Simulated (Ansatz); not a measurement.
Mulliken charges of `C[S][Ga]([Cl])[Cl]` from PBE/def2-TZVPP in Ansatz (PBE0-D4/def2-TZVP geometry).

```
atom   x (Å)   y (Å)   z (Å)  charge (e)
  C1  -0.199  -0.105   1.426      -0.266
  S2   0.544  -1.219   0.193      -0.144
 Ga3   0.309  -0.055  -1.622       0.461
 Cl4   0.982  -0.784  -3.499      -0.216
 Cl5  -0.612   1.868  -1.573      -0.232
  H6  -1.249   0.082   1.209       0.134
  H7   0.341   0.837   1.486       0.134
  H8  -0.118  -0.625   2.380       0.129
```

By hand: the dipole of these point charges (1 e Å = 4.8032 D).

Σ q r = (-0.090, -0.043, 0.634) e Å, of length 0.642 e Å = 3.08 D.

How does the dipole of the full density compare? (Best estimate.)

The calculation gave: (-0.095, 0.015, 0.501) e Å, 2.45 D; the point charges give 1.26 times that, at 6° from its direction.

Point charges leave out the atoms' own dipoles, such as those of lone pairs, and Mulliken's split depends on the basis, so the two needn't agree.
